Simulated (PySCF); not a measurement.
# Assigning NMR signals

Geometry:
```csv
atom,x (Å),y (Å),z (Å)
C1,-0.863,-1.278,0.672
N2,-0.755,-0.119,-0.182
Si3,-1.214,1.431,0.416
C4,0.304,-0.229,-1.144
C5,1.699,-0.106,-0.604
N6,1.913,0.180,0.596
H7,0.008,-1.391,1.324
H8,-1.751,-1.183,1.292
H9,-0.959,-2.179,0.059
H10,-2.549,1.217,0.980
H11,-0.353,2.065,1.420
H12,-1.265,2.273,-0.783
H13,0.231,-1.195,-1.665
H14,0.181,0.556,-1.899
H15,2.478,-0.286,-1.362
H16,2.890,0.251,0.871
```

PySCF calculation with structure optimised with GFN2-xTB and PBE0/pcSseg-1 with gauge-including orbitals; one computed conformer, averaged over atoms made equivalent by symmetry, fast rotation or ring inversion, no relativistic terms, isolated molecule.

Referencing at the same level of theory: TMS for ¹³C (186.93 ppm) and ¹H (31.72 ppm).

Question: Assign these signals to the numbered atoms. ¹³C{¹H} NMR (computed): δ 174.5, 63.9, 39.9.

Answer: 
| δ (ppm) | atoms | environment | reason |
| --- | --- | --- | --- |
| 174.5 | C5 | carbon bonded to C, N, H | – |
| 63.9 | C4 | carbon bonded to C, N, 2 H | – |
| 39.9 | C1 | carbon bonded to N, 3 H | – |

Question: Assign these signals to the numbered atoms. ¹H NMR (500 MHz, computed): δ 10.89 (br s, 1H), 8.15 (t, 1H), 4.75 (s, 3H), 3.60 (d, 2H), 2.82 (s, 3H).

Answer: 
| δ (ppm) | atoms | environment | reason |
| --- | --- | --- | --- |
| 10.89 | H16 | hydrogen on a nitrogen bonded to C | – |
| 8.15 | H15 | hydrogen on a carbon bonded to C, N | – |
| 4.75 | H10/H11/H12 | hydrogen on a silicon bonded to N | – |
| 3.60 | H13/H14 | hydrogen on a carbon bonded to C, N | – |
| 2.82 | H7/H8/H9 | hydrogen on a carbon bonded to N | – |

Exchangeable OH/NH protons stand at their gas-phase positions; hydrogen bonding in a real sample shifts them, mostly to higher δ. Shifts are as computed. Against solution values, carbons near 30 ppm lie about +3 ppm off and those near 130 ppm about +5 ppm. Of 1211 compounds with measured shifts, 218 miss one by over three times the rms of a fit or turn the order of signals round; such compounds aren't used in these exercises. Multiplicities follow the n + 1 count of equivalent neighbours, as no J values were calculated; m marks all less simple cases, F and P coupling included.
